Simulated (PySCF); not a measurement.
Si(H)(F)(Br)(vinyl) (C2H4BrFSi), SMILES C=C[SiH](F)Br. Atoms are numbered in the order given.

```xyz
9

Si    -0.3618     0.2755     0.7441
F      0.8334     1.2179     1.3506
Br     0.5520    -1.3160    -0.5294
C     -1.4603     1.3584    -0.2902
C     -1.2312     2.6821    -0.4088
H     -1.0350    -0.4039     1.8936
H     -2.3130     0.9013    -0.8249
H     -0.3846     3.1669     0.1063
H     -1.8734     3.3338    -1.0259
```

Coordinates come from a PBE-D3(BJ)/def2-SVP optimisation. The structure was generated by enumeration, and PubChem lists no compound with its InChIKey, so it may never have been made. One conformer was computed; it need not be the lowest.

Method: TDDFT-ωB97X/def2-SVPD (PySCF).

Vertical excitations. The molecule is in vacuum.

| state | energy (eV) | λ (nm) | f | main pairs |
|---|---|---|---|---|
| S1 | 6.63 | 187 | 0.024 | HOMO→LUMO 39 %, HOMO−3→LUMO 26 %, HOMO−1→LUMO 22 % |
| S2 | 7.09 | 175 | 0.456 | HOMO→LUMO 45 %, HOMO−1→LUMO 44 % |
| S3 | 7.38 | 168 | 0.024 | HOMO−2→LUMO 30 %, HOMO−3→LUMO 17 %, HOMO−1→LUMO 13 %, HOMO−1→LUMO+2 12 % |
| S4 | 7.46 | 166 | 0.039 | HOMO−2→LUMO 31 %, HOMO−3→LUMO 22 %, HOMO→LUMO+2 13 %, HOMO−2→LUMO+2 10 % |
| S5 | 7.72 | 161 | 0.010 | HOMO→LUMO+1 67 %, HOMO−1→LUMO+1 10 % |
| S6 | 7.86 | 158 | 0.006 | HOMO−1→LUMO+1 64 %, HOMO→LUMO+1 15 % |
| S7 | 8.30 | 149 | 0.031 | HOMO−2→LUMO+1 64 % |
| S8 | 8.41 | 147 | 0.003 | HOMO→LUMO+3 20 %, HOMO→LUMO+2 19 %, HOMO−3→LUMO 11 %, HOMO−5→LUMO 9 % |
| S9 | 8.61 | 144 | 0.003 | HOMO−1→LUMO+3 21 %, HOMO−2→LUMO 15 %, HOMO−2→LUMO+2 15 %, HOMO−2→LUMO+3 12 % |
| S10 | 8.71 | 142 | 0.043 | HOMO→LUMO+3 47 %, HOMO→LUMO+2 15 % |
| T1 | 4.17 | 297 | 0 | HOMO→LUMO 45 %, HOMO−1→LUMO 30 %, HOMO−2→LUMO 9 % |
| T2 | 6.18 | 201 | 0 | HOMO−3→LUMO 39 %, HOMO→LUMO 24 %, HOMO−1→LUMO 23 % |
| T3 | 6.88 | 180 | 0 | HOMO−3→LUMO 18 %, HOMO−1→LUMO+2 15 %, HOMO−1→LUMO 15 %, HOMO→LUMO+2 10 % |
| T4 | 6.96 | 178 | 0 | HOMO−2→LUMO 33 %, HOMO−2→LUMO+2 18 %, HOMO−3→LUMO 9 %, HOMO→LUMO+2 9 % |
Triplets are in the Tamm–Dancoff approximation, which puts them higher than full response would, so one can lie above its singlet here.
